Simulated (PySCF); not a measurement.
# Working out the ionisation energy of Kr¹⁸⁺

Kr¹⁸⁺ [Ar] (1S) → Kr¹⁹⁺ [Ne] 3s2 3p5 (2P). Computed with PySCF 2.14 in an uncontracted even-tempered set (19 s from 1.7 bohr⁻², ratio 2.5; 12 p from 2.2 bohr⁻², ratio 2.5; 5 d from 12 bohr⁻², ratio 2.7; 4 f from 18 bohr⁻², ratio 2.7), with the spin-free X2C one-electron Hamiltonian (Gaussian nucleus). Frozen: 1s2; the 22 highest virtual orbitals dropped. Energies in hartree (1 hartree = 27.21139 eV):

```
             part  Kr¹⁸⁺ (lower)  Kr¹⁹⁺ (upper)
              UHF   -2613.891003   -2584.929336
MP2 opposite-spin      -0.441273      -0.420159
    MP2 same-spin      -0.172816      -0.158313
```

Question: What does Hartree-Fock give?

Answer: (-2584.929336) − (-2613.891003) = 28.961667 hartree = 788.087 eV.

Question: What do MP2 and SCS-MP2 (6/5 opposite-spin, 1/3 same-spin) give?

Answer: The opposite-spin parts differ by 0.575 eV and the same-spin parts by 0.395 eV. MP2: 788.087 + (0.575) + (0.395) = 789.057 eV. SCS-MP2: 788.087 + 1.2 × (0.575) + (0.395)/3 = 788.909 eV.

Reference: 785.32 eV (semi-empirical (NIST evaluation); NIST Atomic Spectra Database, ionization energies), between the lowest levels; spin-orbit coupling is absent from the calculation.

What remains against the reference includes basis incompleteness, the frozen core and correlation beyond second order.
